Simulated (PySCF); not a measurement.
## Variants of one PySCF input: InO⁺

Base input, run as `python input.py` with PySCF 2.14:

```python
from pyscf import gto, dft
from pyscf.geomopt.geometric_solver import optimize

mol = gto.M(
    atom='In 0 0 0; O 0 0 2.403',
    basis='def2-svp',
    ecp={'In': 'def2-svp'},
    charge=1,
    spin=2,
    verbose=4,
)
mf = dft.UKS(mol, xc='b3pw91')
mf.kernel()
g = mf.nuc_grad_method()
g.grid_response = True
mol_eq = optimize(g.as_scanner(), maxsteps=30)
print('optimised geometry (angstrom)')
print(mol_eq.tostring('raw'))
print('orbital energies (hartree):', [e[max(0, n-3):n+3].round(4) for e, n in zip(mf.mo_energy, mol.nelec)])
```

Base result: E(SCF) = -264.978640 Eh, 10 cycles, ⟨S²⟩ = 2.005, all at the start geometry; optimised bond 2.910 Å with E = -264.988605 Eh after 8 steps. The last line lists the levels of the start geometry. No search for the lowest solution was made.

Wall time 15 s on one thread of a shared host.

Each row names what differs from the base; energies in brackets are changes from the base.

```tsv
change	result
functional: b3pw91 → slater, [unsound on purpose]	E(SCF) = -262.115500 Eh, ⟨S²⟩ = 2.015, all at the start geometry; optimised bond 2.183 Å with E = -262.118540 Eh after 7 steps
convergence threshold: default → 1e-16	E(SCF) = -264.978640 Eh (+0.0000 eV), 20 cycles, ⟨S²⟩ = 2.005, all at the start geometry; optimised bond 2.910 Å with E = -264.988605 Eh after 8 steps
core potential: on → off [unsound on purpose]	E(SCF) = -1621.403972 Eh, 11 cycles, ⟨S²⟩ = 2.002, all at the start geometry; optimised bond 0.620 Å with E = -1658.100224 Eh after 12 steps
geometry: bond 2.403 → bond 2.115	E(SCF) = -264.948441 Eh (+0.8218 eV), 10 cycles, ⟨S²⟩ = 2.005, all at the start geometry; optimised bond 2.910 Å with E = -264.988605 Eh after 9 steps
spin (2S): 2 → 4 [a high spin state]	E(SCF) = -264.809019 Eh (+4.6156 eV), 11 cycles, ⟨S²⟩ = 6.007, all at the start geometry; optimised bond 2.508 Å with E = -264.809786 Eh after 5 steps
geometry: bond 2.403 → bond 3.604	E(SCF) = -264.985040 Eh (-0.1742 eV), ⟨S²⟩ = 2.004, all at the start geometry; optimised bond 2.910 Å with E = -264.988605 Eh after 19 steps
geometry: bond 2.403 → bond 3.004	E(SCF) = -264.988467 Eh (-0.2674 eV), 11 cycles, ⟨S²⟩ = 2.005, all at the start geometry; optimised bond 2.910 Å with E = -264.988605 Eh after 6 steps
basis set: def2-svp → crenbl [with its own core potential]	E(SCF) = -73.950554 Eh, ⟨S²⟩ = 2.016, all at the start geometry; optimised bond 2.351 Å with E = -73.950606 Eh after 6 steps
```

**Question.** Order these changes by how far they move the SCF energy from the base, largest first: (1) geometry: bond 2.403 → bond 2.115; (2) geometry: bond 2.403 → bond 3.004; (3) geometry: bond 2.403 → bond 3.604.

**Answer.** (1) +0.8218 eV, (2) -0.2674 eV, (3) -0.1742 eV.
